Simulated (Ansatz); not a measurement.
This singlet lies 1.52 eV below the relaxed triplet at the level frozen-core CCSD(T)/cc-pVTZ // PBE0-D4/def2-SVP (Ansatz, a quantum-chemistry and plane-wave program).

Species: CH$_{3}$N, SMILES `[CH]N` (lower singlet; H–C–N–H torsion 180°) (charge 0, multiplicity 1), formula CH$_{3}$N.

**Question.** How many basis functions does frozen-core CCSD(T)/cc-pVTZ // PBE0-D4/def2-SVP in Ansatz use, how many core orbitals are frozen, and how many electrons are correlated?

**Answer.** 102 basis functions and 2 frozen orbitals, which leaves 12 correlated electrons. Core time is of the order of seconds.
